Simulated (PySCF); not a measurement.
Compound: C₇H₁₂SSi.
Atom-mapped SMILES: `[CH:1]#[C:2]/[C:3]([CH2:4][CH3:5])=[C:6](/[CH3:7])[S:8][SiH3:9]` (hydrogens: H10 on C1; H11, H12 on C4; H13, H14, H15 on C5; H16, H17, H18 on C7; H19, H20, H21 on Si9)

Torsions of this conformer, `[CH:1]#[C:2]/[C:3]([CH2:4][CH3:5])=[C:6](/[CH3:7])[S:8][SiH3:9]`: C2–C3–C4–C5 -80°, C3–C6–S8–Si9 -82°.

The closed-shell ground state was solved at several levels (PySCF, density fitting, gas phase, non-relativistic). One conformer (not necessarily the lowest) at the PBE0-D3(BJ)/def2-SVP geometry, without solvent, vibrations or thermal averaging.

| level | basis functions | total energy (Eh) | HOMO (eV) | LUMO (eV) | gap (eV) | dipole (D) |
| --- | --- | --- | --- | --- | --- | --- |
| wB97X-D/def2-SVPD | 287 | -961.0854 | -8.42 | 0.62 | 9.04 | 1.76 |
| B3LYP/pcSseg-1 | 227 | -961.5742 | -6.46 | -1.22 | 5.24 | 1.69 |

(1) Estimate the row for PBE0/pcSseg-1, a basis of 227 functions; the other rows only guide the guess.

(2) Over all these levels, which gives the widest orbital gap and which the narrowest?

(3) How far do the dipole and the HOMO energy spread over the levels?

Results:

(1) Total energy -960.9215 Eh, HOMO -6.69 eV, LUMO -1.06 eV, gap 5.63 eV, dipole 1.76 D.

(2) wB97X-D/def2-SVPD (range-separated hybrid) has the widest, 9.04 eV, and B3LYP/pcSseg-1 (global hybrid, 20 % exact exchange) the narrowest, 5.24 eV. Functional and basis both differ between the two, so the spread mixes both effects.

(3) The dipole runs from 1.69 to 1.76 D (mean 1.73 D) and the HOMO from -8.42 to -6.46 eV.

The pairwise dispersion term of wB97X-D wasn't added to the energies; at a given geometry it leaves orbitals and properties as they are.
